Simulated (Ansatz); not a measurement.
C$_{2}$H$_{8}$GeO, SMILES `OC[CH2][GeH3]` at its PBE0-D4/def2-TZVP geometry, where that method's forces vanish. The species carries charge 0 and has multiplicity 1.

```xyz
12

O    -0.2907    0.4806    2.2943
C     0.3573    0.1501    1.0794
C    -0.6811    0.1030   -0.0134
Ge    0.0687   -0.3466   -1.7669
H     0.3665    0.5120    2.9937
H     0.8604   -0.8241    1.1626
H     1.1261    0.8975    0.8359
H    -1.1811    1.0721   -0.0903
H    -1.4457   -0.6378    0.2348
H     0.7428   -1.7306   -1.7237
H    -1.0474   -0.3710   -2.8239
H     1.1243    0.6949   -2.1825
```

**Question.** What forces (eV/Å) does ωB97M-V/def2-TZVPP give on these atoms in the Gaussian-basis code of Ansatz? (Estimate.)

**Answer.** The calculation gave: 
```
O1  -0.037  0.050  0.232
C2   0.287 -0.073 -0.153
C3  -0.168  0.001 -0.128
Ge4  0.032 -0.021 -0.083
H5  -0.057  0.003 -0.030
H6  -0.045  0.084 -0.004
H7  -0.068 -0.063  0.024
H8   0.038 -0.071  0.022
H9   0.058  0.060 -0.003
H10 -0.048  0.099  0.005
H11  0.083  0.002  0.082
H12 -0.075 -0.072  0.037
```
